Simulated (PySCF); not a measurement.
PySCF input file for Be(OH)(NH2) (BeH3NO), SMILES [Be]([OH])[NH2], TDDFT-PBE0/def2-TZVPD. Geometry optimised at PBE0-D3(BJ)/def2-TZVP. The values are those of a single conformer.

```python
import numpy as np
from pyscf import gto, scf, dft, tdscf

mol = gto.M(
    atom='''
    Be    0.05893366   -0.00807880    0.00000000
    O     1.48592096   -0.09452334    0.00000000
    H     2.08705749    0.64465631   -0.00000001
    N    -1.45074481    0.01777179   -0.00000000
    H    -2.02747306    0.00972152   -0.82386948
    H    -2.02747306    0.00972153    0.82386948
    ''',
    basis='def2-TZVPD',
    charge=0,
    spin=0,
    symmetry=True,
    max_memory=1600,
    verbose=4,
)
mf = dft.RKS(mol, xc='pbe0').density_fit(auxbasis='def2-universal-jkfit')
mf.grids.level = 3
mf.conv_tol = 1e-9
mf.max_cycle = 100
mf.kernel()
mf.grids = dft.Grids(mol).set(level=1).build(with_non0tab=True)  # coarser grid for the response kernel
td = tdscf.TDDFT(mf)
td.singlet = True
td.nstates = 10
td.conv_tol = 1e-4
td.kernel(x0=td.get_init_guess(mf, 15))
td.analyze()
tt = tdscf.TDA(mf)
tt.singlet = False
tt.nstates = 4
tt.conv_tol = 1e-4
tt.kernel(x0=tt.get_init_guess(mf, 9))
tt.analyze(verbose=3)
```

Output:

```
PySCF version 2.14.0

[INPUT] verbose = 4
[INPUT] num. atoms = 6
[INPUT] num. electrons = 22
[INPUT] charge = 0
[INPUT] spin (= nelec alpha-beta = 2S) = 0
[INPUT] symmetry True subgroup None
[INPUT] Mole.unit = angstrom
[INPUT] Symbol           X                Y                Z      unit          X                Y                Z       unit  Magmom
[INPUT]  1 Be     0.058933660000  -0.008078800000   0.000000000000 AA    0.111368476918  -0.015266719415   0.000000000000 Bohr   0.0
[INPUT]  2 O      1.485920960000  -0.094523340000   0.000000000000 AA    2.807983657151  -0.178623224979   0.000000000000 Bohr   0.0
[INPUT]  3 H      2.087057490000   0.644656310000  -0.000000010000 AA    3.943967062322   1.218223870373  -0.000000018897 Bohr   0.0
[INPUT]  4 N     -1.450744810000   0.017771790000   0.000000000000 AA   -2.741510367534   0.033583815843   0.000000000000 Bohr   0.0
[INPUT]  5 H     -2.027473060000   0.009721520000  -0.823869480000 AA   -3.831368808334   0.018371010314  -1.556887679588 Bohr   0.0
[INPUT]  6 H     -2.027473060000   0.009721530000   0.823869480000 AA   -3.831368808334   0.018371029212   1.556887679588 Bohr   0.0

nuclear repulsion = 50.3790852428596
point group symmetry = Cs
symmetry origin: [ 1.71793295e-09 -2.57689926e-09 -8.58966423e-10]
symmetry axis x: [ 1.00000000e+00  1.02258074e-09 -4.78356115e-10]
symmetry axis y: [ 1.02258074e-09 -1.00000000e+00  2.06513920e-09]
symmetry axis z: [4.78356112e-10 2.06513919e-09 1.00000000e+00]
num. orbitals of irrep A' = 84
num. orbitals of irrep A" = 42
number of shells = 52
number of NR pGTOs = 171
number of NR cGTOs = 126
basis = def2-TZVPD
ecp = {}


[settings echo left out]
init E= -146.55764018333
HOMO (A') = -0.334529495814206  LUMO (A') = -0.0716600452448439  gap/eV = 7.15304
cycle= 1 E= -146.36222268703  delta_E= 0.195  |g|= 0.894  |ddm|= 2.27
HOMO (A') = -0.146450014545916  LUMO (A') = 0.00576819517828753  gap/eV = 4.14207
cycle= 2 E= -146.082566892521  delta_E= 0.28  |g|= 1.49  |ddm|= 1.19
HOMO (A') = -0.253547832161708  LUMO (A') = -0.0144469107854839  gap/eV = 6.50627
cycle= 3 E= -146.511852058049  delta_E= -0.429  |g|= 0.119  |ddm|= 0.768
HOMO (A') = -0.275177101251195  LUMO (A') = -0.0151957580412621  gap/eV = 7.07445
cycle= 4 E= -146.513756159855  delta_E= -0.0019  |g|= 0.0713  |ddm|= 0.102
HOMO (A') = -0.263875749585747  LUMO (A') = -0.0139609527328446  gap/eV = 6.80053
cycle= 5 E= -146.514743322424  delta_E= -0.000987  |g|= 0.00936  |ddm|= 0.0365
HOMO (A') = -0.264235158611388  LUMO (A') = -0.0137600224799712  gap/eV = 6.81578
cycle= 6 E= -146.514762207183  delta_E= -1.89e-05  |g|= 0.00151  |ddm|= 0.0105
HOMO (A') = -0.264196832608469  LUMO (A') = -0.0138067019593002  gap/eV = 6.81346
cycle= 7 E= -146.514762696963  delta_E= -4.9e-07  |g|= 0.000179  |ddm|= 0.00159
HOMO (A') = -0.264211516660442  LUMO (A') = -0.0138028723521586  gap/eV = 6.81397
cycle= 8 E= -146.514762704434  delta_E= -7.47e-09  |g|= 3.62e-05  |ddm|= 0.000169
HOMO (A') = -0.264213945569235  LUMO (A') = -0.0138035109648449  gap/eV = 6.81401
cycle= 9 E= -146.514762704738  delta_E= -3.03e-10  |g|= 4.09e-06  |ddm|= 4.1e-05
HOMO (A') = -0.264214184730733  LUMO (A') = -0.013803456469919  gap/eV = 6.81402
Extra cycle  E= -146.514762704739  delta_E= -1.71e-12  |g|= 4.72e-06  |ddm|= 7.26e-06
converged SCF energy = -146.514762704739
tot grids = 22800


******** <class 'pyscf.tdscf.rks.TDDFT'> for <class 'pyscf.df.df_jk.DFSymAdaptedRKS'> ********
nstates = 10 singlet
deg_eia_thresh = 1.000e-03
wfnsym = None
conv_tol = 0.0001
eigh lindep = 1e-12
eigh level_shift = 0
eigh max_cycle = 100


Excitation energies (eV)
[5.53707437 6.61212239 6.62183222 7.29821989 7.30217804 7.46626033
 7.93882646 8.22185132 8.44340187 8.60514318]

** Singlet excitation energies and oscillator strengths **
Excited State   1:   A'      5.53707 eV    223.92 nm  f=0.0604
      11 -> 12       -0.69550
      11 -> 13       -0.11026
Excited State   2:   A'      6.61212 eV    187.51 nm  f=0.0131
      11 -> 12        0.10737
      11 -> 13       -0.68732
Excited State   3:   A"      6.62183 eV    187.24 nm  f=0.0000
      11 -> 14       -0.66954
      11 -> 16       -0.20766
Excited State   4:   A'      7.29822 eV    169.88 nm  f=0.0058
      11 -> 15       -0.69764
Excited State   5:   A"      7.30218 eV    169.79 nm  f=0.0538
      10 -> 12        0.68349
      10 -> 13       -0.16037
Excited State   6:   A"      7.46626 eV    166.06 nm  f=0.0001
      11 -> 14        0.19961
      11 -> 16       -0.67051
Excited State   7:   A'      7.93883 eV    156.17 nm  f=0.0619
       9 -> 12       -0.67259
       9 -> 13        0.16301
Excited State   8:   A'      8.22185 eV    150.80 nm  f=0.0260
      11 -> 17       -0.68167
Excited State   9:   A"      8.44340 eV    146.84 nm  f=0.0039
      10 -> 12       -0.16065
      10 -> 13       -0.67246
      10 -> 17       -0.11995
Excited State  10:   A'      8.60514 eV    144.08 nm  f=0.0966
      10 -> 14       -0.28176
      11 -> 18       -0.63126

** Transition electric dipole moments (AU) **
state          X           Y           Z        Dip. S.      Osc.
  1         0.0440      0.6659     -0.0000      0.4453      0.0604
  2        -0.0353      0.2823      0.0000      0.0809      0.0131
  3        -0.0000      0.0000      0.0076      0.0001      0.0000
  4        -0.1798     -0.0198      0.0000      0.0327      0.0058
  5         0.0000      0.0000     -0.5483      0.3006      0.0538
  6        -0.0000      0.0000      0.0192      0.0004      0.0001
  7        -0.1950      0.5294      0.0000      0.3183      0.0619
  8         0.3278      0.1466     -0.0000      0.1290      0.0260
  9         0.0000     -0.0000     -0.1379      0.0190      0.0039
 10        -0.6720      0.0817      0.0000      0.4583      0.0966

** Transition velocity dipole moments (imaginary part, AU) **
state          X           Y           Z        Dip. S.      Osc.
  1         0.0088      0.1373      0.0000      0.0189      0.0620
  2        -0.0084      0.0763      0.0000      0.0059      0.0161
  3        -0.0000      0.0000      0.0012      0.0000      0.0000
  4        -0.0424     -0.0060     -0.0000      0.0018      0.0045
  5        -0.0000      0.0000     -0.1478      0.0218      0.0542
  6        -0.0000      0.0000      0.0056      0.0000      0.0001
  7        -0.0582      0.1536      0.0000      0.0270      0.0617
  8         0.0953      0.0412      0.0000      0.0108      0.0238
  9        -0.0000     -0.0000     -0.0463      0.0021      0.0046
 10        -0.2112      0.0243     -0.0000      0.0452      0.0953

** Transition magnetic dipole moments (imaginary part, AU) **
state          X           Y           Z
  1         0.0000     -0.0000      0.5488
  2         0.0000     -0.0000     -0.0056
  3         0.2661      0.0370      0.0000
  4        -0.0000      0.0000      0.0633
  5         0.0375     -0.5239     -0.0000
  6         0.2306      0.0194     -0.0000
  7         0.0000      0.0000     -0.3926
  8         0.0000     -0.0000      0.1722
  9         0.0191      0.0005      0.0000
 10        -0.0000     -0.0000      0.0249


******** <class 'pyscf.tdscf.rks.TDA'> for <class 'pyscf.df.df_jk.DFSymAdaptedRKS'> ********
nstates = 4 triplet
deg_eia_thresh = 1.000e-03
wfnsym = None
conv_tol = 0.0001
eigh lindep = 1e-12
eigh level_shift = 0
eigh max_cycle = 100


Excitation energies (eV)
[5.19760892 6.44855853 6.54059794 6.63268419]

** Triplet excitation energies and oscillator strengths **
Excited State   1:   A'      5.19761 eV    238.54 nm  f=0.0000
Excited State   2:   A'      6.44856 eV    192.27 nm  f=0.0000
Excited State   3:   A"      6.54060 eV    189.56 nm  f=0.0000
Excited State   4:   A'      6.63268 eV    186.93 nm  f=0.0000
```

The run converged.

Cost: around 50 core-seconds (rough).
